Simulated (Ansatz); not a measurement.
Be2H2Br2⁺, that is (HBe-mu-Br)2 with one electron fewer. Charge 1, multiplicity 2. Geometry B3LYP-D4/def2-TZVP, that of the neutral singlet; atoms count from 1.

```
atom   x (Å)   y (Å)   z (Å)
 Be1   0.485  -1.254  -0.312
  H2   0.956  -2.461  -0.600
 Br3   1.453   0.687  -0.502
 Be4  -0.486   1.254   0.310
  H5  -0.948   2.458   0.622
 Br6  -1.460  -0.685   0.482
```

Question: Estimate the Mulliken populations from the PBE0/def2-TZVP orbitals of Ansatz.

Answer: 
```csv
atom,charge (e),spin (α − β)
Be1,0.25,0.11
H2,0.14,0.27
Br3,0.11,0.12
Be4,0.25,0.11
H5,0.14,0.27
Br6,0.11,0.12
```
Mulliken values depend strongly on the basis.

Question: Where does the spin sit?

Answer: Summed by element: Be 0.22, H 0.54, Br 0.24, of 1 unpaired in all. Largest on single atoms: H5 0.27, H2 0.27, Br6 0.12.

Question: And the Mayer bond orders between heavy atoms (over 0.3)?

Answer: Be1–Br3 0.82 (2.18 Å); Be1–Br6 0.82 (2.18 Å); Br3–Be4 0.82 (2.18 Å); Be4–Br6 0.82 (2.18 Å).
